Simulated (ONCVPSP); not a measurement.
## Configuration tests for Se (ONCV)

ONCVPSP 4.0.1 input, shortened (lines: element, Z, core and valence counts, functional; n l f; lmax; l rc ep ncon nbas qcut; lloc lpopt rc5 dvloc0; l nproj debl; icmod fcfact rcfact), PBE, scalar-relativistic:

```
  Se 34.00    3    5        4      upf
    1    0    2.00
    2    0    2.00
    2    1    6.00
    3    0    2.00
    3    1    6.00
    3    2   10.00
    4    0    2.00
    4    1    2.00
    2
    0    1.05    0.00    3    6   12.80
    1    0.95    0.00    4    7   14.40
    2    1.20    0.00    5   10   15.80
    4    5    0.80    6.00
    0    2    4.00
    1    2    4.00
    2    2    0.60
    3    5.75    1.55
```

In the d channel the program set the typed energies aside and used -2.786, 0.250 Ha.

Energies are relative to the spin-unpolarised reference configuration 3s2 3p6 3d10 4s2 4p2; without spin polarisation the order of configurations can differ from experiment.

```csv
valence configuration,charge,ΔE all-electron (eV),error AE − PS (meV)
3s2 3p6 3d10 4s2 4p4,0,-31.194,+3.5
3s2 3p6 3d10 4s2 4p1,+3,30.869,-4.1
3s2 3p6 3d10 4s1 4p5,0,-20.312,+2.5
```

What are ΔE and the potential's error for 3s2 3p6 3d10 4s2 4p3?

ΔE = -20.349 eV all-electron; the error (AE − PS) is +2.3 meV.

Levels in the configuration 3s2 3p6 3d10 4s2 4p3:

```csv
level,all-electron (eV),pseudo (eV)
3s,-224.016,-224.001
3p,-163.481,-163.479
3d,-63.609,-63.610
4s,-26.859,-26.858
4p,-15.407,-15.406
```
